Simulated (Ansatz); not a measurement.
```xyz
8

Cl    0.084    1.182    2.960
In    1.191    0.333    1.125
F    -0.121   -1.202    0.484
In   -1.191   -0.332   -1.125
Cl   -0.090   -1.190   -2.960
F     0.124    1.202   -0.486
H     2.803    0.020    0.748
H    -2.800   -0.012   -0.746
```

The species carries charge 0 and has multiplicity 1. In takes the def2 core potential.

List the PBE/def2-TZVPP orbital energies in eV (Ansatz). (Estimate.)

Ansatz gave: Occupied: -2738.74, -2738.74, -659.83, -659.83, -249.28, -249.28, -189.97, -189.97, -189.82, -189.82, -189.81, -189.81, -122.91, -122.91, -80.58, -80.58, -80.48, -80.48, -80.40, -80.40, -29.06, -28.77, -20.70, -20.69, -19.89, -19.86, -19.82, -19.76, -19.70, -19.68, -19.65, -19.51, -18.93, -18.84, -12.51, -11.82, -10.67, -10.29, -9.92, -9.66, -9.49, -9.34, -8.71, -8.42, -7.77, -7.69, -7.66, -7.58. Lowest empty: -2.62, -1.91, -1.89, -0.99, -0.74, -0.30, 0.83, 1.40.
